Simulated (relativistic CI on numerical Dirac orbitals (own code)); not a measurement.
**V2+ in a cubic cluster: 2p photoemission with charge transfer**

Computed with a charge-transfer multiplet model of a cubic metal-ligand cluster with up to one ligand hole, Slater and spin-orbit integrals from Dirac-Coulomb-Breit ions, Slater integrals scaled by 0.9. The ground state mixes d3 with configurations of k ligand holes L, whose averages lie at kΔ + k(k − 1)U_dd/2; a core hole lowers each added d electron by U_cd. 300 K, Lorentzian 0.6 eV and Gaussian 0.8 eV FWHM.

Atomic integrals in eV (Slater integrals scaled, ζ unscaled), ground: F2dd 8.026, F4dd 4.988, zeta_d 0.019; with the core hole: F2dd 9.811, F4dd 6.151, zeta_d 0.036, zeta_core 4.610, F2cd 5.486, G1cd 4.039, G3cd 2.292.

Cluster parameters (eV): U_dd = 6.2, U_cd = 7.5, 10Dq = 1.05, 10Dq(ligand) = 0.9, V(eg) = 1.25, V(t2g) = -0.59, final-state hopping factor = 1.

Weights, n_d and S are thermal averages at 300 K. Binding energies count from the first peak over 30 % of the highest in each spectrum, which can be another peak from case to case. The parameters are a model scan and need not match a compound or its usual spin state. Peaks in eV (height, largest 100): 0.0 (100), 1.5 (88), 3.3 (50), 8.7 (69), 11.1 (28), 14.7 (23).

(1) Which parameters give this spectrum?
A. Δ = 8.2 eV
B. Δ = 6.2 eV
C. Δ = 9.2 eV

Answers

(1) B. Δ = 6.2 eV; the ground state then has 3.13 d electrons and S = 1.50. The choice follows from running the model for each set and comparing peak positions and heights. The space is cut while the next configuration still counts.
